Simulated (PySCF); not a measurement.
The numbers are results of PySCF with PBE-D3(BJ)/def2-TZVP // CAM-B3LYP-D3(BJ)/def2-TZVP, not measurements. Gas-phase values, no solvent. One relaxed conformer stands for a flexible species; it need not be the lowest. Excitations are Tamm–Dancoff values on a coarser integration grid. The basis has no diffuse functions, so Rydberg states are missing or too high.

Reference species (SMILES): `[OH][Al]([OH])[OH]` (neutral, multiplicity 1).

```yaml
S1 oscillator strength: 0.000
LUMO: -1.26 eV
S1 excitation (TDA): 6.09 eV
HOMO–LUMO gap: 6.02 eV
```

Changed species: `[OH][AlH2]` (2 of 3 OH replaced by H; the reference has 0 of 3 OH replaced by H).

### Question
Give the shifts of the S1 oscillator strength, LUMO, S1 excitation (TDA) and HOMO–LUMO gap.

### Answer
the S1 oscillator strength hardly moves; the LUMO drops by 0.44 eV, to -1.70 eV; the S1 excitation (TDA) drops by 0.66 eV, to 5.43 eV; the HOMO–LUMO gap falls by 0.71 eV, to 5.31 eV.
